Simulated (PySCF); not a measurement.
Delta-SCF ions had no search for a lower state. Excitations are Tamm–Dancoff values on a coarser integration grid. The basis has no diffuse functions, so Rydberg states are missing or too high.

# F$_{3}$In, SMILES `[F][In]([F])[F]` (charge 0, multiplicity 1)

Level of theory: PBE0-D4/def2-TZVP run with PySCF 2.14.0.

* **HOMO**: -11.14 eV
* **dipole moment**: 0.00 D
* **HOMO–LUMO gap**: 7.73 eV
* **LUMO**: -3.42 eV
* **S1 excitation (TDA)**: 6.15 eV
* **S1 oscillator strength**: 0.000
* **brightest of the four lowest singlets (TDA)**: 6.17 eV
* **T1 excitation (TDA)**: 5.46 eV
* **S1–T1 gap (TDA)**: 0.69 eV
* **vertical ionisation energy (Delta-SCF)**: 13.54 eV
* **total energy**: -13322.49 eV
* **cost**: very roughly 60 core-seconds

```xyz
4

F      1.8646    -0.4519    -0.0022
In     0.0003     0.0001     0.0000
F     -0.5416     1.8402    -0.0177
F     -1.3233    -1.3884     0.0200
```
Charge 0, spin multiplicity 1.
